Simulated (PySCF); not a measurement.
Computed IR spectrum (relative IR intensity) of a molecule C₃H₅BN₂O. Coordinates come from a PBE-D3(BJ)/def2-SVP optimisation. The values are those of a single conformer. Calculation: PBE-D3(BJ)/def2-SVP run with PySCF. Frequencies are harmonic and unscaled.

ν (cm⁻¹): 224 (vw), 359 (w), 543 (m), 628 (w), 666 (m), 716 (vw), 841 (vw), 913 (w), 953 (m), 985 (m), 1191 (vs), 1274 (s), 1330 (m), 1355 (w), 1376 (w), 1421 (s), 2207 (w), 2955 (m), 3088 (w), 3696 (m) (against the strongest line: vs over 80 %, s over 45 %, m over 15 %, w over 4 %, vw less)

Task: Pick the molecule that these values belong to.
(A) NB1N=CC=CO1
(B) CC1=NB(O)C=N1
(C) CB(O)/C=N\C#N
(D) C=C1N=CB(N)O1

Result: C, CB(O)/C=N\C#N
